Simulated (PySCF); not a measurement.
# Computed records: BH₃NO

Calculation on a computer-drawn molecule: vertical ionisation energy to the stated ion spin, frozen-core CCSD(T) at the basis limit and cheaper methods, single-reference cases, UHF for radicals, no spin-orbit; all values are single points at the evaluated structure, the first of each entry, which is the reference or a displaced copy of it and isn't optimised; the reference structure only sets the zero of the energies above reference; triples share is (T) over the correlation energy. Program: PySCF 2.14.0.

Common to all runs: charge 1; multiplicity 1; ion multiplicity 2; diffuse functions no; basis cc-pVnZ; reference is the Hartree-Fock double-zeta minimum; best is HF at quadruple zeta + MP2 correlation extrapolated from triple and quadruple zeta + CCSD(T) minus MP2 at triple zeta; basis step is the size of the change from the same recipe one zeta lower.

```yaml
- entry: 1
  formula: BH3NO
  evaluated_structure:
    atoms_angstrom:
      - ["N", 0.1112, -0.7645, 1.7817]
      - [B, -1.0165, -0.6088, 1.2481]
      - [O, -1.8592, -0.4737, 0.3961]
      - [H, 0.4733, -1.5025, 1.8756]
      - [H, 0.6948, 0.2092, 2.3787]
      - [H, -2.8011, -0.7152, 0.4867]
  reference_structure:
    atoms_angstrom:
      - ["N", 0.2221, -0.595, 1.77]
      - [B, -0.887, -0.5336, 1.0461]
      - [O, -1.8982, -0.4616, 0.3025]
      - [H, 0.7377, -1.4509, 1.8994]
      - [H, 0.6243, 0.215, 2.2142]
      - [H, -2.8101, -0.5731, 0.5663]
  given:
    drawn_bonds_atom: [1, 2, 1, 1, 3]
    drawn_bonds_other_atom: [2, 3, 4, 5, 6]
    drawn_bonds_order: [1, 1, 1, 1, 1]
  results:
    "ionisation_energy_best [eV]": 18.87
    "ionisation_energy_basis_step [eV]": 0.04093
    "energy_above_reference_best [kcal/mol]": 59.41
    "energy_above_reference_basis_step [kcal/mol]": 0.9087
    triple_zeta_method: [HF, PBE, r2SCAN, B3LYP, wB97X, MP2, CCSD, "CCSD(T)"]
    "triple_zeta_ionisation_energy [eV]": [17.37, 18.64, 18.57, 18.75, 18.74, 18.83, 18.67, 18.72]
    "triple_zeta_energy_above_reference [kcal/mol]": [61.53, 59.3, 58.92, 58.82, 60.4, 60.85, 60.59, 60.63]
    "ionisation_energy_Koopmans_at_triple_zeta [eV]": 19.54
    "ionisation_energy_EOM_CCSD_at_triple_zeta [eV]": 18.75
    "total_energy_HF_triple_zeta [hartree]": -155.5282
    "total_energy_CCSD(T)_triple_zeta [hartree]": -156.0807
    "total_energy_best [hartree]": -156.1608
    T1_diagnostic_at_triple_zeta: 0.01265
    D1_diagnostic_at_triple_zeta: 0.03286
    ion_T1_diagnostic_at_triple_zeta: 0.02321
    ion_D1_diagnostic_at_triple_zeta: 0.1042
    ion_spin_squared_at_triple_zeta: 0.7619
    triples_share_at_triple_zeta: 0.03578
    basis_functions_triple_zeta: 132
- entry: 2
  formula: BH3NO
  evaluated_structure:
    atoms_angstrom:
      - ["N", 0.1112, -0.7645, 1.7817]
      - [B, -1.0165, -0.6088, 1.2481]
      - [O, -1.8592, -0.4737, 0.3961]
      - [H, 0.4733, -1.5025, 1.8756]
      - [H, 0.7349, 0.276, 2.4197]
      - [H, -2.8011, -0.7152, 0.4867]
  reference_structure:
    atoms_angstrom:
      - ["N", 0.2221, -0.595, 1.77]
      - [B, -0.887, -0.5336, 1.0461]
      - [O, -1.8982, -0.4616, 0.3025]
      - [H, 0.7377, -1.4509, 1.8994]
      - [H, 0.6243, 0.215, 2.2142]
      - [H, -2.8101, -0.5731, 0.5663]
  given:
    drawn_bonds_atom: [1, 2, 1, 1, 3]
    drawn_bonds_other_atom: [2, 3, 4, 5, 6]
    drawn_bonds_order: [1, 1, 1, 1, 1]
  results:
    "ionisation_energy_best [eV]": 18.73
    "ionisation_energy_basis_step [eV]": 0.03843
    "energy_above_reference_best [kcal/mol]": 70.63
    "energy_above_reference_basis_step [kcal/mol]": 0.8955
    triple_zeta_method: [HF, PBE, r2SCAN, B3LYP, wB97X, MP2, CCSD, "CCSD(T)"]
    "triple_zeta_ionisation_energy [eV]": [17.19, 18.5, 18.42, 18.61, 18.58, 18.69, 18.52, 18.57]
    "triple_zeta_energy_above_reference [kcal/mol]": [74.36, 69.84, 70.05, 69.86, 72.01, 72.35, 72.09, 71.9]
    "ionisation_energy_Koopmans_at_triple_zeta [eV]": 19.43
    "ionisation_energy_EOM_CCSD_at_triple_zeta [eV]": 18.6
    "total_energy_HF_triple_zeta [hartree]": -155.5078
    "total_energy_CCSD(T)_triple_zeta [hartree]": -156.0628
    "total_energy_best [hartree]": -156.1429
    T1_diagnostic_at_triple_zeta: 0.01287
    D1_diagnostic_at_triple_zeta: 0.0332
    ion_T1_diagnostic_at_triple_zeta: 0.0232
    ion_D1_diagnostic_at_triple_zeta: 0.102
    ion_spin_squared_at_triple_zeta: 0.7646
    triples_share_at_triple_zeta: 0.03627
    basis_functions_triple_zeta: 132
- entry: 3
  formula: BH3NO
  evaluated_structure:
    atoms_angstrom:
      - ["N", 0.1112, -0.7645, 1.7817]
      - [B, -1.0165, -0.6088, 1.2481]
      - [O, -1.8592, -0.4737, 0.3961]
      - [H, 0.4733, -1.5025, 1.8756]
      - [H, 0.7636, 0.3239, 2.449]
      - [H, -2.8011, -0.7152, 0.4867]
  reference_structure:
    atoms_angstrom:
      - ["N", 0.2221, -0.595, 1.77]
      - [B, -0.887, -0.5336, 1.0461]
      - [O, -1.8982, -0.4616, 0.3025]
      - [H, 0.7377, -1.4509, 1.8994]
      - [H, 0.6243, 0.215, 2.2142]
      - [H, -2.8101, -0.5731, 0.5663]
  given:
    drawn_bonds_atom: [1, 2, 1, 1, 3]
    drawn_bonds_other_atom: [2, 3, 4, 5, 6]
    drawn_bonds_order: [1, 1, 1, 1, 1]
  results:
    "ionisation_energy_best [eV]": 18.63
    "ionisation_energy_basis_step [eV]": 0.03625
    "energy_above_reference_best [kcal/mol]": 78.83
    "energy_above_reference_basis_step [kcal/mol]": 0.8757
    triple_zeta_method: [HF, PBE, r2SCAN, B3LYP, wB97X, MP2, CCSD, "CCSD(T)"]
    "triple_zeta_ionisation_energy [eV]": [17.06, 18.4, 18.32, 18.5, 18.47, 18.58, 18.41, 18.47]
    "triple_zeta_energy_above_reference [kcal/mol]": [83.76, 77.59, 78.2, 77.97, 80.55, 80.77, 80.51, 80.14]
    "ionisation_energy_Koopmans_at_triple_zeta [eV]": 19.35
    "ionisation_energy_EOM_CCSD_at_triple_zeta [eV]": 18.49
    "total_energy_HF_triple_zeta [hartree]": -155.4928
    "total_energy_CCSD(T)_triple_zeta [hartree]": -156.0496
    "total_energy_best [hartree]": -156.1299
    T1_diagnostic_at_triple_zeta: 0.01309
    D1_diagnostic_at_triple_zeta: 0.03349
    ion_T1_diagnostic_at_triple_zeta: 0.02333
    ion_D1_diagnostic_at_triple_zeta: 0.1005
    ion_spin_squared_at_triple_zeta: 0.7674
    triples_share_at_triple_zeta: 0.03664
    basis_functions_triple_zeta: 132
- entry: 4
  formula: BH3NO
  evaluated_structure:
    atoms_angstrom:
      - ["N", 0.2692, -0.5381, 1.7251]
      - [B, -0.8345, -0.5308, 1.0482]
      - [O, -1.9059, -0.394, 0.268]
      - [H, 0.677, -1.4547, 1.9131]
      - [H, 0.6962, 0.2424, 2.2684]
      - [H, -2.9042, -0.5493, 0.5433]
  reference_structure:
    atoms_angstrom:
      - ["N", 0.2221, -0.595, 1.77]
      - [B, -0.887, -0.5336, 1.0461]
      - [O, -1.8982, -0.4616, 0.3025]
      - [H, 0.7377, -1.4509, 1.8994]
      - [H, 0.6243, 0.215, 2.2142]
      - [H, -2.8101, -0.5731, 0.5663]
  given:
    drawn_bonds_atom: [1, 2, 1, 1, 3]
    drawn_bonds_other_atom: [2, 3, 4, 5, 6]
    drawn_bonds_order: [1, 1, 1, 1, 1]
  results:
    "ionisation_energy_best [eV]": 19.0
    "ionisation_energy_basis_step [eV]": 0.04641
    "energy_above_reference_best [kcal/mol]": 8.323
    "energy_above_reference_basis_step [kcal/mol]": 0.6909
    triple_zeta_method: [HF, PBE, r2SCAN, B3LYP, wB97X, MP2, CCSD, "CCSD(T)"]
    "triple_zeta_ionisation_energy [eV]": [17.61, 18.65, 18.63, 18.83, 18.9, 18.98, 18.82, 18.84]
    "triple_zeta_energy_above_reference [kcal/mol]": [12.08, 5.983, 7.749, 7.703, 8.355, 7.694, 8.458, 7.79]
    "ionisation_energy_Koopmans_at_triple_zeta [eV]": 19.7
    "ionisation_energy_EOM_CCSD_at_triple_zeta [eV]": 18.91
    "total_energy_HF_triple_zeta [hartree]": -155.6070
    "total_energy_CCSD(T)_triple_zeta [hartree]": -156.1649
    "total_energy_best [hartree]": -156.2422
    T1_diagnostic_at_triple_zeta: 0.01461
    D1_diagnostic_at_triple_zeta: 0.04224
    ion_T1_diagnostic_at_triple_zeta: 0.03171
    ion_D1_diagnostic_at_triple_zeta: 0.1501
    ion_spin_squared_at_triple_zeta: 0.76
    triples_share_at_triple_zeta: 0.03744
    basis_functions_triple_zeta: 132
- entry: 5
  formula: BH3NO
  evaluated_structure:
    atoms_angstrom:
      - ["N", 0.2617, -0.7973, 1.7185]
      - [B, -0.8782, -0.6157, 1.0409]
      - [O, -1.8766, -0.4222, 0.3767]
      - [H, 0.7839, -1.4233, 1.8588]
      - [H, 0.7374, 0.2647, 2.1483]
      - [H, -2.7207, -0.5368, 0.6969]
  reference_structure:
    atoms_angstrom:
      - ["N", 0.2221, -0.595, 1.77]
      - [B, -0.887, -0.5336, 1.0461]
      - [O, -1.8982, -0.4616, 0.3025]
      - [H, 0.7377, -1.4509, 1.8994]
      - [H, 0.6243, 0.215, 2.2142]
      - [H, -2.8101, -0.5731, 0.5663]
  given:
    drawn_bonds_atom: [1, 2, 1, 1, 3]
    drawn_bonds_other_atom: [2, 3, 4, 5, 6]
    drawn_bonds_order: [1, 1, 1, 1, 1]
  results:
    "ionisation_energy_best [eV]": 18.68
    "ionisation_energy_basis_step [eV]": 0.04169
    "energy_above_reference_best [kcal/mol]": 48.69
    "energy_above_reference_basis_step [kcal/mol]": 0.5904
    triple_zeta_method: [HF, PBE, r2SCAN, B3LYP, wB97X, MP2, CCSD, "CCSD(T)"]
    "triple_zeta_ionisation_energy [eV]": [17.13, 18.51, 18.41, 18.6, 18.56, 18.63, 18.46, 18.52]
    "triple_zeta_energy_above_reference [kcal/mol]": [49.23, 49.35, 48.79, 48.74, 49.56, 49.79, 49.35, 49.41]
    "ionisation_energy_Koopmans_at_triple_zeta [eV]": 19.34
    "ionisation_energy_EOM_CCSD_at_triple_zeta [eV]": 18.58
    "total_energy_HF_triple_zeta [hartree]": -155.5478
    "total_energy_CCSD(T)_triple_zeta [hartree]": -156.0986
    "total_energy_best [hartree]": -156.1779
    T1_diagnostic_at_triple_zeta: 0.01297
    D1_diagnostic_at_triple_zeta: 0.03496
    ion_T1_diagnostic_at_triple_zeta: 0.02001
    ion_D1_diagnostic_at_triple_zeta: 0.08238
    ion_spin_squared_at_triple_zeta: 0.7606
    triples_share_at_triple_zeta: 0.03579
    basis_functions_triple_zeta: 132
- entry: 6
  formula: BH3NO
  evaluated_structure:
    atoms_angstrom:
      - ["N", 0.293, -0.6867, 1.6842]
      - [B, -0.9731, -0.4574, 1.0884]
      - [O, -1.8339, -0.47, 0.3593]
      - [H, 0.7602, -1.4671, 1.9334]
      - [H, 0.5817, 0.2779, 2.1997]
      - [H, -2.7773, -0.5872, 0.6434]
  reference_structure:
    atoms_angstrom:
      - ["N", 0.2221, -0.595, 1.77]
      - [B, -0.887, -0.5336, 1.0461]
      - [O, -1.8982, -0.4616, 0.3025]
      - [H, 0.7377, -1.4509, 1.8994]
      - [H, 0.6243, 0.215, 2.2142]
      - [H, -2.8101, -0.5731, 0.5663]
  given:
    drawn_bonds_atom: [1, 2, 1, 1, 3]
    drawn_bonds_other_atom: [2, 3, 4, 5, 6]
    drawn_bonds_order: [1, 1, 1, 1, 1]
  results:
    "ionisation_energy_best [eV]": 17.94
    "ionisation_energy_basis_step [eV]": 0.03836
    "energy_above_reference_best [kcal/mol]": 37.84
    "energy_above_reference_basis_step [kcal/mol]": 0.7317
    triple_zeta_method: [HF, PBE, r2SCAN, B3LYP, wB97X, MP2, CCSD, "CCSD(T)"]
    "triple_zeta_ionisation_energy [eV]": [16.31, 17.88, 17.72, 17.89, 17.82, 17.89, 17.69, 17.78]
    "triple_zeta_energy_above_reference [kcal/mol]": [39.64, 37.67, 38.05, 37.93, 38.65, 38.9, 38.75, 38.65]
    "ionisation_energy_Koopmans_at_triple_zeta [eV]": 18.55
    "ionisation_energy_EOM_CCSD_at_triple_zeta [eV]": 17.82
    "total_energy_HF_triple_zeta [hartree]": -155.5631
    "total_energy_CCSD(T)_triple_zeta [hartree]": -156.1158
    "total_energy_best [hartree]": -156.1952
    T1_diagnostic_at_triple_zeta: 0.01322
    D1_diagnostic_at_triple_zeta: 0.03956
    ion_T1_diagnostic_at_triple_zeta: 0.0159
    ion_D1_diagnostic_at_triple_zeta: 0.05717
    ion_spin_squared_at_triple_zeta: 0.7597
    triples_share_at_triple_zeta: 0.03616
    basis_functions_triple_zeta: 132
- entry: 7
  formula: BH3NO
  evaluated_structure:
    atoms_angstrom:
      - ["N", 0.293, -0.6867, 1.6842]
      - [B, -0.9731, -0.4574, 1.0884]
      - [O, -1.8339, -0.47, 0.3593]
      - [H, 0.7602, -1.4671, 1.9334]
      - [H, 0.5817, 0.2779, 2.1997]
      - [H, -2.6413, -0.5703, 0.6025]
  reference_structure:
    atoms_angstrom:
      - ["N", 0.2221, -0.595, 1.77]
      - [B, -0.887, -0.5336, 1.0461]
      - [O, -1.8982, -0.4616, 0.3025]
      - [H, 0.7377, -1.4509, 1.8994]
      - [H, 0.6243, 0.215, 2.2142]
      - [H, -2.8101, -0.5731, 0.5663]
  given:
    drawn_bonds_atom: [1, 2, 1, 1, 3]
    drawn_bonds_other_atom: [2, 3, 4, 5, 6]
    drawn_bonds_order: [1, 1, 1, 1, 1]
  results:
    "ionisation_energy_best [eV]": 18.1
    "ionisation_energy_basis_step [eV]": 0.03876
    "energy_above_reference_best [kcal/mol]": 48.81
    "energy_above_reference_basis_step [kcal/mol]": 1.137
    triple_zeta_method: [HF, PBE, r2SCAN, B3LYP, wB97X, MP2, CCSD, "CCSD(T)"]
    "triple_zeta_ionisation_energy [eV]": [16.47, 18.04, 17.88, 18.06, 17.98, 18.05, 17.86, 17.95]
    "triple_zeta_energy_above_reference [kcal/mol]": [48.28, 50.61, 49.63, 49.73, 49.9, 50.43, 49.77, 50.03]
    "ionisation_energy_Koopmans_at_triple_zeta [eV]": 18.7
    "ionisation_energy_EOM_CCSD_at_triple_zeta [eV]": 17.99
    "total_energy_HF_triple_zeta [hartree]": -155.5493
    "total_energy_CCSD(T)_triple_zeta [hartree]": -156.0976
    "total_energy_best [hartree]": -156.1777
    T1_diagnostic_at_triple_zeta: 0.01296
    D1_diagnostic_at_triple_zeta: 0.03943
    ion_T1_diagnostic_at_triple_zeta: 0.01545
    ion_D1_diagnostic_at_triple_zeta: 0.05523
    ion_spin_squared_at_triple_zeta: 0.7595
    triples_share_at_triple_zeta: 0.0354
    basis_functions_triple_zeta: 132
- entry: 8
  formula: BH3NO
  evaluated_structure:
    atoms_angstrom:
      - ["N", 0.293, -0.6867, 1.6842]
      - [B, -0.9731, -0.4574, 1.0884]
      - [O, -1.8339, -0.47, 0.3593]
      - [H, 0.7602, -1.4671, 1.9334]
      - [H, 0.5817, 0.2779, 2.1997]
      - [H, -2.8296, -0.5937, 0.6591]
  reference_structure:
    atoms_angstrom:
      - ["N", 0.2221, -0.595, 1.77]
      - [B, -0.887, -0.5336, 1.0461]
      - [O, -1.8982, -0.4616, 0.3025]
      - [H, 0.7377, -1.4509, 1.8994]
      - [H, 0.6243, 0.215, 2.2142]
      - [H, -2.8101, -0.5731, 0.5663]
  given:
    drawn_bonds_atom: [1, 2, 1, 1, 3]
    drawn_bonds_other_atom: [2, 3, 4, 5, 6]
    drawn_bonds_order: [1, 1, 1, 1, 1]
  results:
    "ionisation_energy_best [eV]": 17.87
    "ionisation_energy_basis_step [eV]": 0.03812
    "energy_above_reference_best [kcal/mol]": 40.32
    "energy_above_reference_basis_step [kcal/mol]": 0.6443
    triple_zeta_method: [HF, PBE, r2SCAN, B3LYP, wB97X, MP2, CCSD, "CCSD(T)"]
    "triple_zeta_ionisation_energy [eV]": [16.24, 17.81, 17.66, 17.83, 17.75, 17.82, 17.63, 17.72]
    "triple_zeta_energy_above_reference [kcal/mol]": [43.11, 39.44, 40.3, 40.11, 41.1, 41.25, 41.3, 41.05]
    "ionisation_energy_Koopmans_at_triple_zeta [eV]": 18.49
    "ionisation_energy_EOM_CCSD_at_triple_zeta [eV]": 17.75
    "total_energy_HF_triple_zeta [hartree]": -155.5576
    "total_energy_CCSD(T)_triple_zeta [hartree]": -156.1119
    "total_energy_best [hartree]": -156.1912
    T1_diagnostic_at_triple_zeta: 0.01337
    D1_diagnostic_at_triple_zeta: 0.03975
    ion_T1_diagnostic_at_triple_zeta: 0.0161
    ion_D1_diagnostic_at_triple_zeta: 0.05798
    ion_spin_squared_at_triple_zeta: 0.7597
    triples_share_at_triple_zeta: 0.03648
    basis_functions_triple_zeta: 132
```
